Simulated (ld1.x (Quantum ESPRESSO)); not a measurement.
## Varying the PAW potential for Pd (Z = 46)

Base potential:

```json
{"Element": "Pd (Z = 46)", "Generator": "ld1.x (Quantum ESPRESSO) 7.5", "Type": "PAW", "Functional": "PBE", "Relativity": "scalar-relativistic", "Frozen core": "[Ar] 3d10", "Valence charge": "18", "Reference configuration": "4s2 4p6 4d9.75 5s0 5p0 (charge +0.25)", "Partial waves": "4s (bound): rcut 1.25, rcutus 1.65 bohr; 5s (bound, empty): rcut 1.25, rcutus 1.65 bohr; 4p (bound): rcut 1.40, rcutus 1.55 bohr; 5p (bound, empty): rcut 1.40, rcutus 1.55 bohr; 4d (bound): rcut 1.35, rcutus 1.60 bohr; 4d channel at 0.35 Ry: rcut 1.35, rcutus 1.60 bohr", "Local potential": "all-electron potential smoothed inside 1.25 bohr (lloc = -1)", "Core correction": "Bessel-smoothed model core, default radius (core density twice the valence density)", "Augmentation charge": "BESSEL, radius 1.10 bohr"}
```

All-electron outer shells of the reference configuration (PBE, scalar-relativistic, ld1.x):

| shell | level (eV) | outermost node (bohr) | outermost maximum (bohr) |
| --- | --- | --- | --- |
| 3p | -518.61 | 0.15 | 0.34 |
| 3d | -328.05 | – | 0.28 |
| 4s | -87.88 | 0.45 | 0.85 |
| 4p | -53.73 | 0.46 | 0.91 |
| 4d | -6.44 | 0.45 | 1.10 |
| 5s | -5.08 | 1.15 | 2.61 |
| 5p | -1.54 | 1.31 | 3.89 |

Cutoffs, loose and tight: the cutoffs (Ry, on a coarse ladder) from which the occupation-weighted sum of valence levels, in a spherical-Bessel basis at the reference potential, stays within 10 and 1 mRy of its value at 400 Ry. They do not see the model core or the augmentation charge, which bear on the density cutoff. Test errors are all-electron minus pseudo excitation energies from the reference, over the configurations 4s2 4p6 4d10 5s0 5p0; 4s2 4p6 4d9 5s0 5p0; 4s2 4p6 4d8 5s0 5p0; 4s2 4p5 4d10 5s0 5p0; 4s2 4p6 4d9 5s0 5p1; 4s2 4p6 4d9 5s1 5p0; 4s2 4p6 4d8 5s1 5p0. A dash means not determined; rows that change the core or the reference have their own tests.

Cutoffs are not given where the Bessel-basis levels miss the radial ones by over 6 mRy, ghosts where they miss by over 20 mRy; a channel whose overlap is not positive is not tested.

A file whose overlap is not positive is unfit for use, and its test errors describe a broken file.

```csv
change,outcome,"cutoff, loose","cutoff, tight",bound ghosts,largest test error (meV)
base,"generated, overlap not positive",–,–,not determined (overlap not positive),-32
"waves 4p (bound): rcut 1.10, rcutus 1.16 bohr; 5p (bound): rcut 1.10, rcutus 1.16 bohr",generated,60 Ry,110 Ry,none,-32
"waves 4p (bound): rcut 1.18, rcutus 1.26 bohr; 5p (bound): rcut 1.18, rcutus 1.26 bohr",generated,55 Ry,100 Ry,none,-32
"waves 4p (bound): rcut 1.40, rcutus 1.48 bohr; 5p (bound): rcut 1.40, rcutus 1.48 bohr",generated,50 Ry,90 Ry,none,-32
"waves 4p (bound): rcut 1.40, rcutus 1.56 bohr; 5p (bound): rcut 1.40, rcutus 1.56 bohr","generated, overlap not positive",–,–,not determined (overlap not positive),-32
"waves 4p (bound): rcut 1.40, rcutus 1.70 bohr; 5p (bound): rcut 1.40, rcutus 1.70 bohr","generated, overlap not positive",–,–,not determined (overlap not positive),-32
"waves 4p (bound): rcut 1.40, rcutus 1.92 bohr; 5p (bound): rcut 1.40, rcutus 1.92 bohr","generated, overlap not positive",–,–,not determined (overlap not positive),+24
"waves 4p (bound): rcut 1.40, rcutus 2.16 bohr; 5p (bound): rcut 1.40, rcutus 2.16 bohr",generated,45 Ry,70 Ry,none,-37
"waves 4p (bound): rcut 1.40, rcutus 2.36 bohr; 5p (bound): rcut 1.40, rcutus 2.36 bohr",generated,45 Ry,70 Ry,none,-2117
```

What comes out with this change to the base: waves 4p (bound): rcut 1.40, rcutus 2.04 bohr; 5p (bound): rcut 1.40, rcutus 2.04 bohr?

outcome: generated, overlap not positive; bound ghosts: not determined (overlap not positive); largest test error (meV): +141. A file whose overlap is not positive is unfit for use, and its test errors describe a broken file.

What comes out with this change to the base: waves 4p (bound): rcut 0.98, rcutus 1.04 bohr; 5p (bound): rcut 0.98, rcutus 1.04 bohr?

outcome: generated; cutoff, loose: 70 Ry; cutoff, tight: 160 Ry; bound ghosts: none; largest test error (meV): -33.

Reading the sweep of the p radius (base included, trends over the rows without a ghost): The loose cutoff falls from 70 Ry at 1.04 to 45 Ry at 2.36 bohr. A larger radius leaves more room for a smooth pseudo-wave, so fewer plane waves are needed; a smaller one forces it to follow the all-electron wave where it bends sharply. The median size of the test errors (rows with all tests solved) rises from 0.9 meV at 1.04 to 2.5 meV at 2.36 bohr, with one reversal. More of the atom is replaced by a form fitted at one configuration, so other configurations suffer as the radius grows.
